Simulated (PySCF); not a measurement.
C₄H₇FO, SMILES F/C=C\OCC. Atoms are numbered in the order given.

```xyz
13

C      0.2702    -2.5453     0.0000
C      0.4091    -1.0378     0.0000
O     -0.9072    -0.4809     0.0000
C     -1.0632     0.8548     0.0000
C     -0.1690     1.8526     0.0000
F      1.1721     1.6916     0.0000
H      1.2642    -3.0187     0.0000
H     -0.2785    -2.8852    -0.8917
H     -0.2785    -2.8852     0.8917
H      0.9594    -0.6853    -0.8889
H      0.9594    -0.6853     0.8889
H     -2.1192     1.1386     0.0000
H     -0.4802     2.8987     0.0000
```

The structure is a stationary point at B3LYP-D3(BJ)/def2-SVP. The structure was generated by enumeration; whether it is a known compound was not checked. One conformer was computed; it need not be the lowest.

All values below come from HF/def2-TZVP (PySCF).

Symmetry labels are those of the subgroup Cs that the program uses (full group Cs).

Computed valence orbital energies around the gap with their symmetry:
```tsv
orbital	symmetry	energy (eV)
HOMO−7	A'	-17.55
HOMO−6	A'	-16.17
HOMO−5	A"	-15.14
HOMO−4	A'	-14.99
HOMO−3	A'	-14.57
HOMO−2	A'	-13.37
HOMO−1	A"	-13.12
HOMO	A"	-9.41
LUMO	A'	3.87
LUMO+1	A'	4.63
LUMO+2	A"	4.88
LUMO+3	A'	5.04
```
